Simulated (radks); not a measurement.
Polarisability of the germanium ion Ge4+, [Ar] 3d10, at imaginary frequency. Calculated with a radial shooting solver on a logarithmic mesh with Libxc functionals: non-relativistic Kohn-Sham, LDA (Slater exchange, Perdew-Wang correlation), spin-polarised, spherical densities, point nucleus. Response by self-consistent Sternheimer equations with the Hartree and adiabatic LDA kernel.

w (hartree),alpha1(iw) (bohr^3),alpha2(iw) (bohr^5)
0.00266,0.8475,1.266
0.0143,0.8474,1.266
0.0360,0.8472,1.266
0.0697,0.8466,1.264
0.118,0.8451,1.258
0.186,0.8415,1.247
0.280,0.8342,1.224
0.413,0.8195,1.180
0.605,0.7912,1.105
0.892,0.7397,0.9869
1.35,0.6532,0.8278
2.12,0.5243,0.6374
3.59,0.3571,0.4259
6.94,0.1790,0.2125
17.5,0.04786,0.05421

Static values: alpha1 = 0.8475 bohr^3 (0.1256 angstrom^3; uncoupled 1.019), alpha2 = 1.266 bohr^5, alpha3 = 2.693 bohr^7. C6 = 1.618, C8 = 10.47, triple-dipole C9 = 0.9378 atomic units. One-pole (London) frequency 4 C6 / (3 alpha1^2) = 3.004 hartree, against 2.900 for minus the highest occupied eigenvalue. The dipole shielding factor is 0.875, as the force sum rule N/Z = 0.875 demands.
